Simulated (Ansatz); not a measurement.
System: C$_{3}$H$_{4}$O$_{2}$S, net charge 0, singlet state. 
Coordinates optimised at B3LYP-D3(BJ)/def2-TZVP (Ansatz, a first-principles code):
```
S
O 1 1.4361
O 1 1.4361 2 120.81
C 1 1.7279 2 107.58 3 -123.91
C 4 1.1997 3 147.20 1 178.21
H 5 1.0638 3 157.31 1 177.36
C 1 1.7777 2 108.77 3 126.74
H 7 1.0875 1 109.02 2 52.20
H 7 1.0875 8 111.75 1 -120.56
H 7 1.0899 8 110.60 9 -123.68
```

Property: vertical triplet-singlet gap (E(triplet) - E(singlet); each state is the SCF solution reached for its spin), in kcal/mol. Valence correlation only, unless marked. Open shells are spin-unrestricted. No spin-orbit coupling. Non-relativistic. CBS(X,Y): correlation extrapolated as X^-3; Hartree-Fock from the larger set. [CCSD(T)-MP2]/basis is that difference in the basis named.

```json
[
 {"level": "HF/aug-cc-pV(D+d)Z", "program": "Ansatz", "vertical triplet-singlet gap (kcal/mol)": "104.5"}
]
```

Q: Estimate the value at RI-MP2/CBS(aug-cc-pV(T+d)Z,aug-cc-pV(Q+d)Z)+[CCSD(T)-MP2]/aug-cc-pV(T+d)Z as computed with Ansatz.

A: 129.1 kcal/mol
